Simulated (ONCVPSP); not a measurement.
## Configuration tests for In (ONCV)

```
Element                 : In (Z = 49)
Generator               : ONCVPSP 4.0.1
Type                    : optimised norm-conserving Vanderbilt (ONCV)
Functional              : PBE
Relativity              : scalar-relativistic
Frozen core             : [Kr] 4d10
Valence charge          : 3
Reference configuration : 5s1 5p2
Partial waves           : 5s: rc 1.70 bohr, ncon 3, nbas 6, qcut 3.7 1/bohr, 2 projectors, debl 2.9 Ha; 5p: rc 2.25 bohr, ncon 4, nbas 8, qcut 4 1/bohr, 2 projectors, debl 0.5 Ha; d scattering state at 0.21 Ha: rc 2.40 bohr, ncon 3, nbas 6, qcut 3.6 1/bohr, 2 projectors, debl 3 Ha
Local potential         : polynomial inside 1.45 bohr (lpopt 5, dvloc0 0 Ha)
Core correction         : polynomial model core, fcfact 0.25
```

Energies are relative to the spin-unpolarised reference configuration 5s1 5p2; without spin polarisation the order of configurations can differ from experiment.

```
valence configuration  charge  ΔE all-electron (eV)  error AE − PS (meV)
              5s2 5p1       0                -5.841                  -16
              5s2 5p0      +1                -0.478                 -1.9
```

Question: What are ΔE and the potential's error for 5s1 5p0?

Answer: ΔE = 18.758 eV all-electron; the error (AE − PS) is -85 meV.

Question: What are ΔE and the potential's error for 5s0 5p3?

Answer: ΔE = 6.106 eV all-electron; the error (AE − PS) is -18 meV.

Levels in the configuration 5s1 5p0:

```json
{"level": "5s", "all-electron (eV)": "-23.672", "pseudo (eV)": "-23.855"}
```

Note: ghosts flagged at negative energy: s at -70.1 eV; GHOST(+) flagged for p at 35.5 eV, d at 102.5 eV. A true bound ghost makes a file unfit for plane-wave use.
